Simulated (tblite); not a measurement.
Species: C6H12O2Si.
Numbering: `[CH3:1][C:2](=[O:3])[O:4][C@H:5]1[CH2:6][CH2:7][SiH2:8][CH2:9]1` (hydrogens: H10, H11, H12 on C1; H13 on C5; H14, H15 on C6; H16, H17 on C7; H18, H19 on Si8; H20, H21 on C9)

The geometry is computed with GFN2-xTB (gas phase).

List the bond lengths, angles and torsions at this level.

```json
{"bond": "C1–C2", "length (bohr)": "2.851"}
{"bond": "C2=O3", "length (bohr)": "2.274"}
{"bond": "C2–O4", "length (bohr)": "2.519"}
{"bond": "O4–C5", "length (bohr)": "2.711"}
{"bond": "C5–C6", "length (bohr)": "2.891"}
{"bond": "C6–C7", "length (bohr)": "2.887"}
{"bond": "C7–Si8", "length (bohr)": "3.603"}
{"bond": "Si8–C9", "length (bohr)": "3.602"}
{"bond": "C5–C9", "length (bohr)": "2.880"}
{"bond": "C1–H10, C1–H11, C1–H12", "length (bohr)": "2.053"}
{"bond": "C5–H13", "length (bohr)": "2.073"}
{"bond": "C6–H14", "length (bohr)": "2.065"}
{"bond": "C6–H15", "length (bohr)": "2.062"}
{"bond": "C7–H16", "length (bohr)": "2.061"}
{"bond": "C7–H17", "length (bohr)": "2.056"}
{"bond": "Si8–H18", "length (bohr)": "2.767"}
{"bond": "Si8–H19", "length (bohr)": "2.769"}
{"bond": "C9–H20", "length (bohr)": "2.055"}
{"bond": "C9–H21", "length (bohr)": "2.060"}
```

Bonds in one row agree within 0.02 bohr and their mean is given. A selection of angles:
```json
{"angle": "C2–C1–H10", "degrees": "109.6"}
{"angle": "H10–C1–H11", "degrees": "110.1"}
{"angle": "H11–C1–H12", "degrees": "108.2"}
{"angle": "C1–C2–O3", "degrees": "124.9"}
{"angle": "C1–C2–O4", "degrees": "110.7"}
{"angle": "O3–C2–O4", "degrees": "124.4"}
{"angle": "C2–O4–C5", "degrees": "117.7"}
{"angle": "O4–C5–C6", "degrees": "111.2"}
{"angle": "O4–C5–C9", "degrees": "109.0"}
{"angle": "O4–C5–H13", "degrees": "108.0"}
{"angle": "C6–C5–C9", "degrees": "108.7"}
{"angle": "C6–C5–H13", "degrees": "109.1"}
{"angle": "C9–C5–H13", "degrees": "111.0"}
{"angle": "C5–C6–C7", "degrees": "107.7"}
{"angle": "C5–C6–H14", "degrees": "108.1"}
{"angle": "C5–C6–H15", "degrees": "110.4"}
{"angle": "C7–C6–H14", "degrees": "110.2"}
{"angle": "C7–C6–H15", "degrees": "112.0"}
{"angle": "H14–C6–H15", "degrees": "108.3"}
{"angle": "C6–C7–Si8", "degrees": "104.4"}
{"angle": "C6–C7–H16", "degrees": "109.4"}
{"angle": "C6–C7–H17", "degrees": "110.7"}
{"angle": "Si8–C7–H16", "degrees": "110.7"}
{"angle": "Si8–C7–H17", "degrees": "114.8"}
{"angle": "H16–C7–H17", "degrees": "106.8"}
{"angle": "C7–Si8–C9", "degrees": "93.6"}
{"angle": "C7–Si8–H18", "degrees": "113.2"}
{"angle": "C7–Si8–H19", "degrees": "113.3"}
{"angle": "C9–Si8–H18", "degrees": "112.8"}
{"angle": "C9–Si8–H19", "degrees": "112.1"}
{"angle": "H18–Si8–H19", "degrees": "110.9"}
{"angle": "Si8–C9–H20", "degrees": "115.0"}
{"angle": "Si8–C9–H21", "degrees": "111.3"}
{"angle": "C5–C9–Si8", "degrees": "104.4"}
{"angle": "C5–C9–H20", "degrees": "110.9"}
{"angle": "C5–C9–H21", "degrees": "108.0"}
{"angle": "H20–C9–H21", "degrees": "107.0"}
```

Dihedral angles: C1–C2–O4–C5 180° (antiperiplanar); C2–O4–C5–C6 84° (synclinal); O4–C5–C6–C7 171° (antiperiplanar); C5–C6–C7–Si8 -38° (synclinal); C6–C7–Si8–C9 15° (synperiplanar); C7–Si8–C9–C5 12° (synperiplanar); O4–C5–C9–Si8 -158° (antiperiplanar).

Of the pairs four or more bonds apart, O3···H13 is among the closest relative to their van der Waals radii: 2.38 Å, 88 % of the sum of Bondi's values. The 5-membered ring C5–C6–C7–Si8–C9 has internal angles of 93.6° to 108.7° (sum 519°, against 540° for a flat polygon); it is puckered, 0.19 Å rms from its mean plane, widest ring torsion 51°. Si8 (SiH2 silicon) has angles from 93.6° to 113.3°. The 3 C–O bonds span 1.203 Å (C2=O3, drawn double) to 1.435 Å (O4–C5, drawn single), a spread of 0.232 Å. The 4 C–C bonds span 1.509 Å (C1–C2, drawn single) to 1.530 Å (C5–C6, drawn single), a spread of 0.021 Å.

Point group: C1 (no symmetry element, even within 0.4 Å). GFN2-xTB frequencies show an imaginary mode (32i cm⁻¹), so the point is no minimum at that level. 2 starts were optimised and ended at 0.00 and 0.15 kcal/mol (GFN2-xTB); the lowest of these is shown.
